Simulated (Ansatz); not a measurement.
`C=CC[O][AlH2]` + `CN[SiH2]Cl` → `C=CN(C)[SiH2]Cl` + `C[O][AlH2]`  (substitution at a C–C bond)

Gas-phase electronic energies from Ansatz, PBE0-D4/def2-TZVP geometries. CCSD(T)/CBS is the MP2 limit (def2-TZVPP, def2-QZVPP) plus CCSD(T) − MP2 in def2-TZVPP, frozen cores. One conformer a species, not always the lowest.

```csv
species,HF/def2-QZVPP energy (Eh)
`C=CC[O][AlH2]`,-434.57092
`CN[SiH2]Cl`,-844.41046
`C=CN(C)[SiH2]Cl`,-921.31811
`C[O][AlH2]`,-357.65780
```

**Question.** Work out ΔE.

**Answer.** ΔE = (-921.31811) + (-357.65780) − (-434.57092) − (-844.41046) = 0.00547 Eh = +14.4 kJ/mol. CCSD(T)/CBS gives +4.4 kJ/mol.

Largest T1 diagnostic among the species: 0.013.

In def2-TZVPP, CCSD(T) changes the Hartree–Fock value by −11.4 kJ/mol (the triples alone add −2.8 kJ/mol) and MP2 by −16.2 kJ/mol. The D4 term adds −5.9 kJ/mol with B3LYP and −3.3 kJ/mol with PBE0; it sums over pairs of atoms, weighted by their polarisabilities, and B3LYP, whose exchange is more repulsive, gets the larger term.

B3LYP here is the variant with VWN-RPA as its local correlation; programs differ in this.
